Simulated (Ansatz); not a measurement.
Q: Name a neutral molecule of Ge and H with HOMO–LUMO gap (PBE0/def2-TZVPP) between 6.10 and 6.40 eV and size of the dipole moment (PBE/def2-TZVPP) between 0.00 and 0.30 D (Ansatz, PBE0-D4/def2-TZVP geometry).

A: `[GeH2]1[GeH2][GeH2]1` (6.32 eV, 0.00 D). Other molecules can fit too; these were computed, each in one conformer that needn't be the lowest.
